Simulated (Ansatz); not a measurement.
Ansatz (a program for electronic structure) input (HSE06/def2-TZVPD):

Ansatz 0.2 input:
```yaml
crystal:
  periodic: [false, false, false]
  atoms:
    - {symbol: Ga, position_ang: [-0.00000000, -0.00000000, -0.38781025]}
    - {symbol: F, position_ang: [0.00000000, 0.00000000, 1.33579087]}
basis:
  gaussian:
    orbitals: def2-TZVPD
hamiltonian:
  xc: {name: HSE06}
total_charge: 1
magnetization: {spin_polarized: true, initial_magnetization: 1}
output: {forces: true}
```

End of the output:

```
integrals: 0.06 GiB planned
46 factors; integrals over basis functions are off by at most 2.1e-5 eV
mean field: 0.37 GiB planned
mean field evaluation 1: about -55058.3131 eV, gradient 8.0e1 eV
mean field evaluation 2: about -54791.0876 eV, gradient 1.8e2 eV
mean field evaluation 4: about -55077.3353 eV, gradient 5.6e0 eV
mean field evaluation 8: about -55077.4216 eV, gradient 1.2e-1 eV
mean field evaluation 16: about -55077.5986 eV, gradient 1.7e-4 eV
mean field -55077.59864140 eV, -2024.0644171344 hartree, gradient 1.4e-5 eV, S^2 0.753940; 0 other end points of the search recorded, 0 dependent functions left out
the calculation of the forces begins
reference -55077.59868095 eV, -2024.0644185878 hartree; 20, 19 occupied and 74, 75 virtual orbitals, 621 factors
Total energy: -55077.59868095 eV, -2024.0644185878 hartree
Atom 0 at    -0.000000    -0.000000    -0.387810 Å, force     0.000000     0.000000     0.456031 eV/Å
Atom 1 at     0.000000     0.000000     1.335791 Å, force    -0.000000     0.000000    -0.456031 eV/Å
Dipole moment:    -0.000000     0.000000    -0.786213 e Å
```
